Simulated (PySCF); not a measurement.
## Working with the constants of GeH

UHF-CCSD(T) constants of GeH, ²Π (doublet), unpaired electrons π ↑ (PySCF, no relativity, basis sets Ge def2-TZVPPD, H def2-TZVPPD; masses 73.9212 and 1.0078 u):

| Quantity | Value |
| --- | --- |
| ωe | 1906.6 cm⁻¹ |
| ωexe | 31.1 cm⁻¹ |
| Be | 6.697 cm⁻¹ |
| αe | 0.187 cm⁻¹ |
| D (centrifugal) | 0.000330 cm⁻¹ |
| De to Ge + H | 2.93 eV |

Question: Give the vibrational terms G(v) and spacings up to v = 6.

Answer: G(v) = ωe(v+½) − ωexe(v+½)².

| v | G(v) (cm⁻¹) | G(v) − G(v−1) | Bv (cm⁻¹) |
| --- | --- | --- | --- |
| 0 | 946 |  | 6.604 |
| 1 | 2790 | 1844 | 6.417 |
| 2 | 4572 | 1782 | 6.229 |
| 3 | 6292 | 1720 | 6.043 |
| 4 | 7950 | 1658 | 5.856 |
| 5 | 9546 | 1596 | 5.668 |
| 6 | 11079 | 1533 | 5.482 |

Question: How well does the Morse estimate ωe²/(4ωexe) reproduce De, and what is D0?

Answer: It gives 3.62 eV, 124 % of the computed De. D0 = De − G(0) = 2.93 − 0.12 = 2.81 eV.

Correlated steps freeze 9 core orbitals. Spin–orbit coupling is left out. The state was picked by a PBE0 search and need not be the measured ground state.
